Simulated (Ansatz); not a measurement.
The same path of a periodic cell of 17 atoms, Si₁₆O (host Si, host structure diamond, interstitial O) was run twice with different band settings.

These are results of Ansatz, DFT PBE, scalar-relativistic, plane waves, PAW, not measurements. Settings: PAW set soft_1, cutoff 420 eV, k mesh 2x2x2, gaussian smearing 0.05 eV, spin collinear.

Relaxed end points:

```xyz
17
Lattice="0.0000 5.4300 5.4300 5.4300 0.0000 5.4300 5.4300 5.4300 0.0000" Properties=species:S:1:pos:R:3
Si 0.002 0.024 0.019
Si 1.429 1.096 1.594
Si 2.735 2.412 0.187
Si 3.818 4.200 1.185
Si 2.835 -0.239 2.887
Si 4.089 1.370 4.057
Si 5.155 2.796 2.477
Si 6.485 4.093 3.880
Si 0.070 2.641 2.743
Si 1.343 4.078 4.095
Si 2.612 5.508 2.729
Si 4.089 6.763 4.080
Si 2.716 2.707 5.417
Si 4.144 3.975 6.785
Si 5.419 5.435 5.436
Si 6.710 6.865 6.770
O 6.789 2.696 4.729
```

```xyz
17
Lattice="0.0000 5.4300 5.4300 5.4300 0.0000 5.4300 5.4300 5.4300 0.0000" Properties=species:S:1:pos:R:3
Si 0.071 -0.027 0.075
Si 1.430 1.121 1.621
Si 2.735 2.528 0.305
Si 4.088 4.068 1.382
Si 2.830 -0.178 2.956
Si 4.138 1.356 4.171
Si 5.410 2.705 2.709
Si 6.478 4.258 4.054
Si 0.004 2.697 2.691
Si 1.344 4.053 4.066
Si 2.613 5.421 2.639
Si 3.819 6.965 3.945
Si 2.712 2.727 5.438
Si 4.086 4.086 6.776
Si 5.151 5.666 5.349
Si 6.705 6.803 6.711
O 6.782 3.409 5.451
```

Common settings: climbing image yes; optimiser quadratic models (default); force threshold 0.05 eV/Å; end points relaxed.

| run | movable images | spring | start path | iteration limit |
| --- | --- | --- | --- | --- |
| 1 | 7 | 2.0 to 10.0 eV/Å², energy-weighted | straight line | 25 |
| 2 | 3 | 5.0 eV/Å² | default | 8 |

Q: What does each run give, and how far can it be trusted?

A: Run 1: converged after 7 iterations, highest image 0.011 eV above the first end. By the program's own check the climbing image is a first-order saddle point (lowest curvatures found: -0.13 and 0.86 eV/Å²).
Run 2: converged after 6 iterations, highest image 0.011 eV above the first end. The order of the stationary point at the top wasn't checked.
Limits of this set-up: coarse k mesh.
